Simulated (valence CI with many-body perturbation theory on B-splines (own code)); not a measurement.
Results of a calculation; reference values are marked as such.
Ladder of approximations for Nd⁵⁵⁺

Method: relativistic CI+MBPT: three valence electrons over a frozen Dirac-Fock core [He], radial functions for each j: 11 s, 11 p, 9 d, 7 f, 5 g, 2 h, 1 i, with the one-electron correlation potential Σ1, the two-electron term Σ2, the three-electron term Σ3, Breit, model QED; selected CI, second order for the rest (own B-spline code, finite nucleus).

No measured spectrum was set against this ion. As an estimate, large intervals hold to a few tenths of a per cent, small ones and those within an open d or f shell to about a per cent.

Each rung adds one term. CI alone is the Dirac-Coulomb CI over the frozen core; QED comes last and gives the full result, which names the levels. Energies are above (2s^2 2p1/2) J=1/2 on the same rung, in × 10³ cm⁻¹.

Levels are named by their leading jj configuration (3d3/2^4 stands for four electrons in 3d with j = 3/2), which in mixed levels can hold well under half, so a name can repeat and another be missing. Letters in brackets count levels of one name in rising energy.

```csv
Level,CI alone
(2s 2p1/2^2) J=1/2,1547.2
(2s^2 2p3/2) J=3/2,4665.1
(2s 2p1/2 2p3/2) J=3/2 [a],5744.6
(2s 2p1/2 2p3/2) J=5/2,6071.3
(2s 2p1/2 2p3/2) J=1/2,6475.6
(2s 2p1/2 2p3/2) J=3/2 [b],6509.8
(2p1/2^2 2p3/2) J=3/2,8136.2
(2s 2p3/2^2) J=5/2,10578
(2s 2p3/2^2) J=1/2,11210
(2s 2p3/2^2) J=3/2,11251
(2p1/2 2p3/2^2) J=3/2,12502
(2p1/2 2p3/2^2) J=5/2,12714
(2p1/2 2p3/2^2) J=1/2,13008
(2p3/2^3) J=3/2,17452
(2s^2 3s) J=1/2,53058
(2s^2 3p1/2) J=1/2,53588
```

Question: What do these energies become with core correlation, Breit and QED?

Answer: (2s 2p1/2^2) J=1/2 1550.5 (+3.39); (2s^2 2p3/2) J=3/2 4599.1 (-65.98); (2s 2p1/2 2p3/2) J=3/2 [a] 5680.7 (-63.86); (2s 2p1/2 2p3/2) J=5/2 5962.9 (-108.48); (2s 2p1/2 2p3/2) J=1/2 6412.1 (-63.54); (2s 2p1/2 2p3/2) J=3/2 [b] 6420.8 (-88.96); (2p1/2^2 2p3/2) J=3/2 8058.9 (-77.26); (2s 2p3/2^2) J=5/2 10425 (-152.42); (2s 2p3/2^2) J=1/2 11101 (-108.97); (2s 2p3/2^2) J=3/2 11109 (-142.23); (2p1/2 2p3/2^2) J=3/2 12361 (-140.59); (2p1/2 2p3/2^2) J=5/2 12531 (-183.34); (2p1/2 2p3/2^2) J=1/2 12883 (-125.62); (2p3/2^3) J=3/2 17248 (-204.63); (2s^2 3s) J=1/2 52968 (-89.80); (2s^2 3p1/2) J=1/2 53497 (-91.20).

Question: How does the ionisation energy move along the ladder, and which term matters most?

Answer: CI alone 11705, + Σ1 11705, + Σ2 11705, + Σ3 11705, + Breit 11689, + QED 11689 eV. The largest step is Breit, -16 eV. NIST lists 11694 ± 5 eV (theoretical).
